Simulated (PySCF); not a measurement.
**Adding and removing an electron: ZnS**

PBE0; Zn 6-31G(d,p), S 6-31G(d,p); no relativity (PySCF 2.14). Neutral (UKS): singlet (closed shell), Re = 2.028 Å, ωe = 482 cm⁻¹, De = 1.92 eV, HOMO -6.35 eV, LUMO -3.92 eV.

ZnS⁺ (UKS): doublet (π ↑), Re = 2.131 Å, ωe = 407 cm⁻¹, De = 2.14 eV to Zn⁺ + S. The energies at the minima are -2176.80161 hartree for ZnS and -2176.49351 for ZnS⁺.

(1) Work out the adiabatic ionisation energy, without and with harmonic zero-point energies (1 hartree = 27.2114 eV, 1 eV = 8065.5 cm⁻¹), and the change of the bond length.

For an ion De counts to the pair picked by the measured ionisation energies or electron affinities, which need not be the lowest pair at this level. States were picked by a PBE0 search and need not be the measured ground states.

Answers

(1) At PBE0: 0.30810 hartree = 8.384 eV between the minima; the zero-point term (407.0 − 482.0)/2 cm⁻¹ = -0.005 eV makes it 8.379 eV. Re changes by +10.3 pm against the neutral. Minus the HOMO energy is 6.35 eV, -2.03 eV from the value between the minima; self-interaction puts the Kohn–Sham level too high, less so with exact exchange. The electron leaves a π orbital; in so polar a molecule the change of length follows mostly from the change of the ionic charges.
